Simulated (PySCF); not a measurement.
# BeN: script and output

The script input.py:

```python
from pyscf import gto, scf, cc

mol = gto.M(
    atom='Be 0 0 0; N 0 0 1.696',
    basis='pcseg-1',
    charge=0,
    spin=3,
    verbose=3,
)
mf = scf.UHF(mol)
mf.kernel()
mycc = cc.CCSD(mf, frozen=1)
mycc.kernel()
mf.dip_moment()
print('orbital energies (hartree):', [e[max(0, n-3):n+3].round(4) for e, n in zip(mf.mo_energy, mol.nelec)])
```

```bash
$ OMP_NUM_THREADS=1 python input.py
```

The log (some set-up lines and the per-cycle HOMO/LUMO lines with their warnings removed):

```
converged SCF energy = -68.9589500757378  <S^2> = 3.7639999  2S+1 = 4.0069938
E(UCCSD) = -69.0906403686844  E_corr = -0.131690292946564
Dipole moment(X, Y, Z, Debye): -0.00000,  0.00000, -2.07503
orbital energies (hartree): [array([-0.5056, -0.497 , -0.3355,  0.0627,  0.0627,  0.161 ]), array([-4.7261, -0.823 , -0.404 ,  0.0322,  0.0529,  0.0529])]
```

In short: E(SCF) = -68.958950 Eh, E(CCSD) − E(SCF) = -0.13169 Eh, ⟨S²⟩ = 3.764, μz(SCF) = -2.08 D.

It ran on Arm Neoverse V1 (1 thread, shared host) in 1.1 s.

The bond length is a typed value, not an optimised one. No search for the lowest solution was made.
